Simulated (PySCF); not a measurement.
BClH₄N₂. Atoms are numbered in the order given.

```xyz
8

B      0.0000     0.0000     0.4472
Cl     0.0000     0.0000    -1.3584
N      0.0000    -1.2544     1.1039
H      0.0000    -1.3658     2.1160
H      0.0000    -2.1291     0.5850
N      0.0000     1.2544     1.1039
H      0.0000     1.3658     2.1160
H      0.0000     2.1291     0.5850
```

Geometry optimised at PBE-D3(BJ)/def2-SVP. One conformer was computed; it need not be the lowest.

These are PBE-D3(BJ)/def2-SVP (PySCF 2.14.0) values and carry that method's errors.

Frequencies are harmonic and unscaled.

```
mode  ν (cm⁻¹)  IR (km/mol)  Raman (Å⁴/amu)  depolarisation  moving atoms (share of kinetic energy)
----  --------  -----------  --------------  --------------  --------------------------------------
1          251          0.0             1.1            0.75                          H 78 %, N 22 %
2          304        363.9             0.7            0.75                          H 85 %, N 15 %
3          311          0.9             1.6            0.75         N 46 %, H 22 %, Cl 20 %, B 12 %
4          339          1.8             1.6            0.72                 N 39 %, H 35 %, Cl 23 %
5          352          0.0             0.7            0.75                                 H 100 %
6          511          8.1             1.1            0.75                          B 51 %, H 40 %
7          560          0.2             1.1            0.75                          H 60 %, B 32 %
8          604         19.1             6.1            0.11         Cl 31 %, N 30 %, B 21 %, H 19 %
9          814          0.2             1.3            0.75                          H 77 %, N 23 %
10         893          2.9             4.7            0.14                          H 51 %, N 49 %
11        1206        229.7             6.6            0.24                  B 60 %, H 21 %, N 17 %
12        1394         56.3             3.6            0.75                          H 51 %, B 45 %
13        1526         56.5             2.6            0.69                          H 82 %, N 16 %
14        1555        363.4             5.1            0.75                  H 45 %, N 28 %, B 27 %
15        3542         63.1             9.6            0.75                                  H 96 %
16        3546          7.7           248.6            0.13                                  H 96 %
17        3652         31.9            89.1            0.75                           H 91 %, N 9 %
18        3653         30.7            46.9            0.75                           H 91 %, N 9 %
```
